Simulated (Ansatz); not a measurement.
Two isomers of C3H6OSi: A = `C=C=C(O)[SiH3]`, B = `C#C[SiH2]CO`.

Program: Ansatz. Geometries: PBE0-D4/def2-TZVP. ΔE: electronic, gas phase. CCSD(T)/CBS is the MP2 limit (def2-TZVPP, def2-QZVPP) plus CCSD(T) − MP2 in def2-TZVPP, frozen cores. DFT in def2-TZVPP. B3LYP here is the variant with VWN-RPA as its local correlation; programs differ in this. One conformer a species, not always the lowest.

A:

```xyz
11

C    -1.463    1.651   -0.187
C    -0.738    0.626    0.161
C     0.013   -0.397    0.473
O    -0.135   -1.160    1.606
Si    1.415   -0.923   -0.653
H    -2.357    1.536   -0.794
H    -1.201    2.662    0.117
H    -0.874   -0.817    2.120
H     2.706   -0.851    0.079
H     1.203   -2.323   -1.105
H     1.433   -0.005   -1.817
```

B:

```xyz
11

C    -1.0230    1.7861   -1.4937
C    -0.1596    1.1904   -0.8968
Si    1.0650    0.2146    0.0519
C     0.1229   -1.2962    0.6846
O    -1.0817   -0.9242    1.3332
H    -1.7736    2.3236   -2.0273
H     2.1900   -0.1676   -0.8409
H     1.5669    1.0528    1.1682
H    -0.0589   -1.9993   -0.1409
H     0.7285   -1.8295    1.4226
H    -1.5766   -0.3508    0.7391
```

Q: Which is lower in electronic energy at CCSD(T)/CBS, and by how much? (Best estimate.)

A: Ansatz gave: B, by 28.2 kJ/mol.

Q: Give E(B) − E(A) in kJ/mol with MP2/def2-TZVPP, ωB97M-V, CCSD/def2-TZVPP, B3LYP-D4, CCSD(T)/def2-TZVPP, r2SCAN-D4, B3LYP. (An estimate is asked.)

A: Ansatz gave: MP2/def2-TZVPP -36.8, ωB97M-V -19.0, CCSD/def2-TZVPP -28.0, B3LYP-D4 -6.2, CCSD(T)/def2-TZVPP -25.5, r2SCAN-D4 -3.9, B3LYP -6.1. None reverses the order clearly.

Largest T1 diagnostic: 0.013.

From PBE to PBE0 (25 % exact exchange), in def2-TZVPP and without D4, E(B) − E(A) moves by −8.2 kJ/mol.
